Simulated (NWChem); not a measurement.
Species: C5H7F; SMILES C=CC(F)C=C

```xyz
13

C     -0.9528     0.1894     2.1445
C     -0.1599    -0.4166     1.2460
C      0.3685     0.2384     0.0000
F      1.7705     0.1239     0.0000
C     -0.1599    -0.4166    -1.2460
C     -0.9528     0.1894    -2.1445
H     -1.2569     1.2427     2.0227
H     -1.3326    -0.3413     3.0311
H      0.1379    -1.4720     1.3804
H      0.1099     1.3216     0.0000
H      0.1379    -1.4720    -1.3804
H     -1.2569     1.2427    -2.0227
H     -1.3326    -0.3413    -3.0311
```
Atoms are numbered in this order, from 1.

All runs: NWChem. Pople sets run with spherical d functions. All runs use the structure optimised with PBE-D3(BJ)/def2-SVP. Total energies compare along this basis series because the functional is fixed.

```tsv
level	basis functions	energy (Ha)	highest occupied level (eV)	orbital gap (eV)	dipole (D)	relative time
B3LYP/STO-3G	37	-290.6801	-4.77	7.06	0.93	1
B3LYP/3-21G	68	-292.9202	-7.18	6.71	1.85	1
B3LYP/6-31G*	98	-294.5199	-7.07	6.53	1.78	3
B3LYP/6-31+G*	122	-294.5432	-7.40	6.28	2.15	6
B3LYP/6-311G**	150	-294.6144	-7.35	6.43	1.92	7
B3LYP/6-311++G**	181	-294.6235	-7.48	6.26	2.16	10
```

Times are rough ratios from one shared machine.
